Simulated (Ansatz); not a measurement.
Computed with Ansatz on PBE0-D4/def2-TZVP structures; ΔE is electronic, products minus reactants. CCSD(T)/CBS adds triple-zeta CCSD(T) − MP2 to the extrapolated MP2 energy (def2 sets, frozen cores). This one scheme is used for every species. DFT in def2-TZVPP. B3LYP here is the variant with VWN-RPA as its local correlation; programs differ in this. Each species was taken in one conformer, which may not be the lowest.

Reaction (ligand exchange at the Si–C bond): `NC(=O)[SiH](F)Cl` + `S[SiH2]Cl` → `F[SiH](Cl)S[SiH2]Cl` + `NC=O`

`NC(=O)[SiH](F)Cl`:

Cartesian coordinates in Å:
```
N 0.594 -1.197 -0.845
C -0.467 -0.472 -0.435
O -1.606 -0.647 -0.825
Si -0.204 0.920 0.837
F 1.268 0.803 1.448
Cl -0.366 2.714 -0.102
H 1.515 -1.027 -0.481
H 0.459 -1.932 -1.522
H -1.192 0.838 1.925
```

`S[SiH2]Cl`:

Z-matrix (Å, degrees):
```
Si
Cl 1 2.054
S 1 2.120 2 112.9
H 1 1.478 2 108.5 3 -116.6
H 1 1.479 2 106.5 3 122.3
H 3 1.344 1 94.3 2 70.4
```

`F[SiH](Cl)S[SiH2]Cl`:

```xyz
9

F    -0.264    0.402   -1.935
Si    1.024   -0.239   -1.261
Cl    0.835   -2.255   -1.410
S     1.198    0.418    0.741
Si   -0.852    0.488    1.339
Cl   -1.709   -1.368    1.398
H     2.224    0.188   -1.998
H    -1.646    1.324    0.418
H    -0.810    1.042    2.708
```

`NC=O`:

```xyz
6

N    -0.391    0.242    0.517
C     0.369   -0.233   -0.494
O     0.014   -1.063   -1.294
H    -1.328   -0.106    0.635
H    -0.039    0.934    1.152
H     1.375    0.226   -0.516
```

```json
{"level": "PBE-D4", "ΔE (kJ/mol)": "-75.8", "difference from CCSD(T)/CBS": "2.9"}
{"level": "r2SCAN-D4", "ΔE (kJ/mol)": "-78.5", "difference from CCSD(T)/CBS": "0.2"}
{"level": "PBE0-D4", "ΔE (kJ/mol)": "-81.0", "difference from CCSD(T)/CBS": "-2.3"}
{"level": "B3LYP-D4", "ΔE (kJ/mol)": "-77.3", "difference from CCSD(T)/CBS": "1.4"}
{"level": "ωB97M-V", "ΔE (kJ/mol)": "-77.7", "difference from CCSD(T)/CBS": "1.0"}
{"level": "PBE", "ΔE (kJ/mol)": "-70.4", "difference from CCSD(T)/CBS": "8.3"}
{"level": "PBE0", "ΔE (kJ/mol)": "-75.9", "difference from CCSD(T)/CBS": "2.8"}
{"level": "B3LYP", "ΔE (kJ/mol)": "-68.3", "difference from CCSD(T)/CBS": "10.4"}
{"level": "HF/def2-TZVPP", "ΔE (kJ/mol)": "-77.9", "difference from CCSD(T)/CBS": "0.8"}
{"level": "SCS-MP2/def2-TZVPP", "ΔE (kJ/mol)": "-78.3", "difference from CCSD(T)/CBS": "0.4"}
{"level": "CCSD/def2-TZVPP", "ΔE (kJ/mol)": "-74.9", "difference from CCSD(T)/CBS": "3.8"}
{"level": "HF/def2-QZVPP", "ΔE (kJ/mol)": "-77.8", "difference from CCSD(T)/CBS": "0.9"}
{"level": "MP2/def2-QZVPP", "ΔE (kJ/mol)": "-84.7", "difference from CCSD(T)/CBS": "-6.0"}
{"level": "HF/CBS(def2)", "ΔE (kJ/mol)": "-77.8", "difference from CCSD(T)/CBS": "0.9"}
{"level": "MP2/CBS(def2)", "ΔE (kJ/mol)": "-86.2", "difference from CCSD(T)/CBS": "-7.5"}
{"level": "CCSD/CBS(def2)", "ΔE (kJ/mol)": "-78.5", "difference from CCSD(T)/CBS": "0.2"}
{"level": "CCSD(T)/CBS", "ΔE (kJ/mol)": "-78.7", "difference from CCSD(T)/CBS": "0"}
```

Largest T1 diagnostic among the species: 0.016.

The D4 term adds −9.0 kJ/mol with B3LYP and −5.1 kJ/mol with PBE0; it sums over pairs of atoms, weighted by their polarisabilities, and B3LYP, whose exchange is more repulsive, gets the larger term. From PBE to PBE0 (25 % exact exchange), in def2-TZVPP and without D4, ΔE moves by −5.5 kJ/mol.
